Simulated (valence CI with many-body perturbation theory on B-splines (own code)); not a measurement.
# Energy levels of Os37+

Calculated by valence CI with perturbative core correlation (CI+MBPT): three valence electrons over a frozen Dirac-Fock core [Kr], a basis of 9 s, 9 p, 10 d, 8 f, 5 g, 3 h, 1 i functions for each j, with the one-electron correlation potential Σ1, the two-electron term Σ2, the three-electron term Σ3, Breit, model QED; selected CI, second order for the rest (own B-spline code, finite nucleus).

The last digits are not significant, and no measured levels were compared; by estimate large intervals hold to a few tenths of a per cent, small ones and those within an open d or f shell to about a per cent. Only levels of the ground parity were solved; by the run's estimate the other parity begins above the list, which can be wrong where configurations are misplaced.

Levels 1 to 19 of 19, with energies above the lowest level, (4d3/2^3) J=3/2. "Leading %" is the weight of the configuration and term that name the level; weights of strongly mixed levels are sums over their largest components and can fall short. In the jj column 3d3/2^4 stands for four electrons in 3d with j = 3/2. Lifetimes count E1, E2, E3, M1 and M2 decay at the calculated energies, and are blank where another channel may lead or the interval is too uncertain; long ones can be off by a factor of two.

```tsv
No.	Configuration	Term	J	E (cm⁻¹)	Leading %	g	Leading jj	Lifetime
1	4d3	4F	3/2	0	48	0.699	4d3/2^3 (97 %)	
2	4d3	4F	5/2	143620	84	1.054	4d3/2^2 4d5/2 (98 %)	13.5 μs
3	4d3	4P	3/2	163450	39	1.196	4d3/2^2 4d5/2 (98 %)	16.6 μs
4	4d3	2G	7/2	176190	48	1.052	4d3/2^2 4d5/2 (95 %)	1.96 ms
5	4d3	2H	9/2	178620	44	1.047	4d3/2^2 4d5/2 (99 %)	9.53 s
6	4d3	4P	1/2	180260	59	1.849	4d3/2^2 4d5/2 (100 %)	43.8 μs
7	4d3	4P	5/2	248720	40	1.283	4d3/2^2 4d5/2 (92 %)	90.9 μs
8	4d3	4F	7/2	317380	62	1.109	4d3/2 4d5/2^2 (98 %)	7.01 μs
9	4d3	4F	9/2	332110	52	1.138	4d3/2 4d5/2^2 (97 %)	12.1 μs
10	4d3	4P	3/2	346250	41	1.126	4d3/2 4d5/2^2 (99 %)	5.69 μs
11	4d3	2P	1/2	355620	59	1.479	4d3/2 4d5/2^2 (100 %)	8.92 μs
12	4d3	2D	5/2	361570	41	1.263	4d3/2 4d5/2^2 (92 %)	11.5 μs
13	4d3	2H	11/2	363580	100	1.087	4d3/2 4d5/2^2 (100 %)	28.9 μs
14	4d3	2D	5/2	386330	45	1.102	4d3/2 4d5/2^2 (97 %)	18.0 μs
15	4d3	2F	7/2	390900	81	1.095	4d3/2 4d5/2^2 (98 %)	22.1 μs
16	4d3	2D	3/2	449640	73	0.922	4d3/2 4d5/2^2 (91 %)	9.79 μs
17	4d3	2G	9/2	504250	52	1.156	4d5/2^3 (98 %)	5.74 μs
18	4d3	2D	3/2	547680	50	1.102	4d5/2^3 (92 %)	5.42 μs
19	4d3	2D	5/2	580800	62	1.163	4d5/2^3 (95 %)	4.15 μs
```

The ionisation energy to 4d2 3F_2 of the next ion comes out as 1662.3 eV (NIST: 1660 ± 4 eV (theoretical)). All 19 levels together are meant to be complete up to 604030 cm⁻¹.
